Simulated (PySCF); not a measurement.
A PySCF script (with the pyscf-properties extension) for the NMR shieldings of SMILES CC[C@@H]1CP1C(F)=C(F)F, C6H8F3P, on a GFN2-xTB geometry:

```python
import basis_set_exchange as bse
import numpy as np
from pyscf import gto, dft
from pyscf.prop import nmr

atoms = """
C    -2.822224    0.038111   -0.304359
C    -1.619256    0.864477    0.145302
C    -0.355409    0.041124    0.075134
C    -0.038180   -0.901380    1.195525
P     1.092826    0.560720    1.123675
C     2.410194   -0.200627    0.089564
F     2.138848   -1.280032   -0.671614
C     3.641766    0.297289    0.079368
F     3.973429    1.356838    0.808177
F     4.681433   -0.144767   -0.612469
H    -2.693238   -0.292697   -1.332623
H    -3.732798    0.628943   -0.244772
H    -2.937747   -0.840948    0.325462
H    -1.772021    1.212071    1.170200
H    -1.522003    1.744153   -0.494781
H    -0.111985   -0.299335   -0.926501
H     0.371509   -1.874441    0.961982
H    -0.713903   -0.903181    2.041120
"""
names = dict.fromkeys(["C", "P", "F", "H"], "pcSseg-1")
basis = {el: gto.basis.parse(bse.get_basis(n, elements=[el], fmt="nwchem")) for el, n in names.items()}
mol = gto.M(atom=atoms, basis=basis, charge=0, verbose=0)
mf = dft.RKS(mol, xc="PBE0")
mf.grids.level = 2
mf.grids.alignment = dft.numint.BLKSIZE   # the property module wants whole blocks of grid points
mf.conv_tol = 1e-9
mf.kernel()

calc = nmr.RKS(mf)   # GIAO
C = mf.mo_coeff
Co = C[:, mf.mo_occ > 0]
resp = mf.gen_response(singlet=True, hermi=2)
def vind(x):   # induced exchange potential for any number of trial vectors
    d = np.einsum("pi,xij,qj->xpq", C, 2 * x.reshape(-1, C.shape[1], Co.shape[1]), Co, optimize=True)
    return np.einsum("xpq,pi,qj->xij", resp(d - d.transpose(0, 2, 1)), C, Co, optimize=True).ravel()
mo1, _ = nmr.rhf.solve_mo1(calc, with_cphf=vind)
sigma = calc.kernel(mo1)
for i, s in enumerate(sigma):   # ppm
    print("%2d %-2s %9.2f" % (i, mol.atom_pure_symbol(i), np.trace(s) / 3))
```

**Question.** What does it print?

**Answer.** 
```
 0 C     170.11
 1 C     155.87
 2 C     160.17
 3 C     170.88
 4 P     581.11
 5 C      49.20
 6 F     382.32
 7 C      15.00
 8 F     297.45
 9 F     254.19
10 H      30.61
11 H      30.49
12 H      30.57
13 H      31.15
14 H      29.46
15 H      29.88
16 H      29.92
17 H      30.94
```

These numbers come from an equivalent density-fitted implementation of the same equations, which agrees with the script to about 0.01 ppm for H and up to a few tenths of a ppm for heavy atoms, so last digits may differ.

Size and cost of the density-fitted run: 217 basis functions, 38 s wall time on 1 thread of an Arm Neoverse V1, shared host; peak memory 0.95 GiB.
